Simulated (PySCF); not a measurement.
A structure optimised at r2SCAN-D4/def2-SVP, used in a PySCF frequency run:

```xyz
11

C      1.8287    -0.1197    -0.5639
C      0.6312    -0.4152     0.2980
O     -0.2611    -1.4144    -0.3241
C     -1.2877    -0.4671    -0.2874
C     -0.5579     0.5096     0.2730
F     -0.7354     1.7629     0.6622
H      2.4189     0.6992    -0.1232
H      1.5081     0.1780    -1.5731
H      2.4751    -1.0074    -0.6397
H      0.9101    -0.7768     1.3034
H     -2.2910    -0.6903    -0.6518
```
Charge 0, spin multiplicity 1.

### Question
Write its SMILES and formula.

### Answer
C[C@@H]1OC=C1F, C4H5FO

### Question
What are its rotational constants (standard atomic weights)?

### Answer
5.5268, 3.5676, 2.3644 GHz
